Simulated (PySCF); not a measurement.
In(CF3)(OH)2 (CH2F3InO2), SMILES [OH][In]([C](F)(F)F)[OH].

Coordinates come from a B3LYP-D3(BJ)/def2-SVP optimisation. The def2 effective core potentials stand for the cores of In; spin–orbit coupling is left out. Other conformers were not sampled.

The numbers are results of PySCF with TDDFT-PBE/def2-SVPD, not measurements.

Vertical excitations. 

Task: Give excitation energies, oscillator strengths and character. (An estimate is asked for; the answer gives what the named calculation found.)

Result: 
```tsv
state	energy (eV)	λ (nm)	f	main pairs
S1	4.31	287	0.000	HOMO→LUMO 100 %
S2	4.81	258	0.032	HOMO−2→LUMO 98 %
S3	5.06	245	0.015	HOMO→LUMO+1 51 %, HOMO−3→LUMO 36 %, HOMO−1→LUMO 12 %
S4	5.31	234	0.093	HOMO−1→LUMO 58 %, HOMO−2→LUMO+1 23 %
S5	5.48	226	0.007	HOMO−1→LUMO+1 96 %
S6	5.78	214	0.003	HOMO−3→LUMO+1 97 %
S7	5.89	210	0.143	HOMO→LUMO+1 32 %, HOMO−3→LUMO 28 %, HOMO−2→LUMO+1 16 %, HOMO−1→LUMO 9 %
S8	6.04	205	0.181	HOMO−2→LUMO+1 51 %, HOMO−3→LUMO 20 %, HOMO−1→LUMO 11 %
S9	6.45	192	0.023	HOMO→LUMO+2 99 %
S10	6.61	187	0.021	HOMO−4→LUMO 87 %
T1	4.02	309	0	HOMO→LUMO 99 %
T2	4.19	296	0	HOMO−1→LUMO 99 %
T3	4.41	281	0	HOMO−2→LUMO 99 %
T4	4.60	270	0	HOMO−3→LUMO 89 %
```
Triplets are in the Tamm–Dancoff approximation, which puts them higher than full response would, so one can lie above its singlet here.
